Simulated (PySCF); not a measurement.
Isomers of C6H12O2, mass 116.084 u with the commonest isotopes. Method used: PBE0/pcSseg-1 in PySCF (dipole) on a GFN2-xTB geometry, gas phase. One conformer each, none proved a minimum here; rigid rotors.

Task: Order these by rotational constant B, smallest first.
A. `[CH3:1][CH2:2][CH2:3][CH:4]1[O:5][CH2:6][CH2:7][O:8]1` with C1–C2–C3–C4 179°, C2–C3–C4–O5 175°, C3–C4–O5–C6 155°, C4–O5–C6–C7 -21°, O5–C6–C7–O8 0°, C6–C7–O8–C4 20° (2-propyl-1,3-dioxolane)
B. `[CH2:1]=[C:2]([CH3:3])[CH2:4][O:5][CH2:6][O:7][CH3:8]` with C1–C2–C4–O5 0°, C2–C4–O5–C6 -179°, C4–O5–C6–O7 -67°, O5–C6–O7–C8 -67°
C. `[CH3:1][C:2](=[O:3])[O:4][C:5]([CH3:6])([CH3:7])[CH3:8]` with C1–C2–O4–C5 -179°
D. `[CH3:1][CH2:2][CH2:3][CH2:4][C:5](=[O:6])[O:7][CH3:8]` with C1–C2–C3–C4 175°, C2–C3–C4–C5 70°, C3–C4–C5–O6 26°, C4–C5–O7–C8 -178°

Result: D (906.7 MHz), B (938.3 MHz), A (1035 MHz), C (1452 MHz).

Task: Order these by out-of-plane moment Σ m c² = (Ia + Ib − Ic)/2, smallest first.
A. `[CH2:1]=[C:2]([CH3:3])[CH2:4][O:5][CH2:6][O:7][CH3:8]` with C1–C2–C4–O5 0°, C2–C4–O5–C6 -179°, C4–O5–C6–O7 -67°, O5–C6–O7–C8 -67°
B. `[CH3:1][CH2:2][CH2:3][C:4](=[O:5])[O:6][CH2:7][CH3:8]` with C1–C2–C3–C4 178°, C2–C3–C4–O5 -88°, C3–C4–O6–C7 -178°, C4–O6–C7–C8 -82° (ethyl butyrate)
C. `[CH3:1][CH2:2][CH2:3][CH:4]1[O:5][CH2:6][CH2:7][O:8]1` with C1–C2–C3–C4 179°, C2–C3–C4–O5 175°, C3–C4–O5–C6 155°, C4–O5–C6–C7 -21°, O5–C6–C7–O8 0°, C6–C7–O8–C4 20° (2-propyl-1,3-dioxolane)
D. `[CH3:1][C:2](=[O:3])[O:4][C:5]([CH3:6])([CH3:7])[CH3:8]` with C1–C2–O4–C5 -179°
E. `[CH3:1][CH:2]([CH3:3])[O:4][CH2:5][C@@H:6]1[CH2:7][O:8]1` with C1–C2–O4–C5 -163°, C2–O4–C5–C6 175°, O4–C5–C6–C7 -86°
F. `[CH3:1][CH2:2][CH2:3][CH2:4][C:5](=[O:6])[O:7][CH3:8]` with C1–C2–C3–C4 175°, C2–C3–C4–C5 70°, C3–C4–C5–O6 26°, C4–C5–O7–C8 -178°

Result: C (15.33 u·Å²), E (17.32 u·Å²), B (28.16 u·Å²), F (40.74 u·Å²), A (49.43 u·Å²), D (57.15 u·Å²).

Task: Order these by rotational constant C, smallest first.
A. `[CH3:1][C:2](=[O:3])[O:4][C:5]([CH3:6])([CH3:7])[CH3:8]` with C1–C2–O4–C5 -179°
B. `[CH3:1][CH2:2][CH2:3][CH2:4][C:5](=[O:6])[O:7][CH3:8]` with C1–C2–C3–C4 175°, C2–C3–C4–C5 70°, C3–C4–C5–O6 26°, C4–C5–O7–C8 -178°
C. `[CH3:1][CH2:2][CH2:3][C:4](=[O:5])[O:6][CH2:7][CH3:8]` with C1–C2–C3–C4 178°, C2–C3–C4–O5 -88°, C3–C4–O6–C7 -178°, C4–O6–C7–C8 -82°
D. `[CH3:1][CH:2]([CH3:3])[O:4][CH2:5][C@@H:6]1[CH2:7][O:8]1` with C1–C2–O4–C5 -163°, C2–O4–C5–C6 175°, O4–C5–C6–C7 -86° (glycidyl isopropyl ether)
E. `[CH2:1]=[C:2]([CH3:3])[CH2:4][O:5][CH2:6][O:7][CH3:8]` with C1–C2–C4–O5 0°, C2–C4–O5–C6 -179°, C4–O5–C6–O7 -67°, O5–C6–O7–C8 -67°
F. `[CH3:1][CH2:2][CH2:3][CH:4]1[O:5][CH2:6][CH2:7][O:8]1` with C1–C2–C3–C4 179°, C2–C3–C4–O5 175°, C3–C4–O5–C6 155°, C4–O5–C6–C7 -21°, O5–C6–C7–O8 0°, C6–C7–O8–C4 20°

Result: D (822.9 MHz), C (847.9 MHz), B (871.1 MHz), E (908.8 MHz), F (928.0 MHz), A (1310 MHz).

| SMILES | point group | Ia (u·Å²) | Ib (u·Å²) | Ic (u·Å²) | κ | μa (D) | μb (D) | μc (D) |
| --- | --- | --- | --- | --- | --- | --- | --- | --- |
| CCCCC(=O)OC | C1 | 104.26 | 557.37 | 580.15 | -0.98 | 0.72 | 1.05 | 1.07 |
| C=C(C)COCOC | C1 | 116.37 | 538.60 | 556.11 | -0.98 | 0.05 | 0.36 | 0.20 |
| CC(=O)OC(C)(C)C | – | 151.90 | 348.17 | 385.77 | -0.86 | 1.02 | 1.62 | 0.05 |
| CCCC1OCCO1 | C1 | 86.99 | 488.29 | 544.61 | -0.96 | 1.14 | 0.41 | 0.51 |
| CC(C)OC[C@@H]1CO1 | C1 | 96.73 | 552.10 | 614.18 | -0.96 | 1.72 | 0.44 | 0.31 |
| CCCC(=O)OCC | C1 | 90.98 | 561.36 | 596.01 | -0.98 | 0.08 | 1.82 | 0.23 |
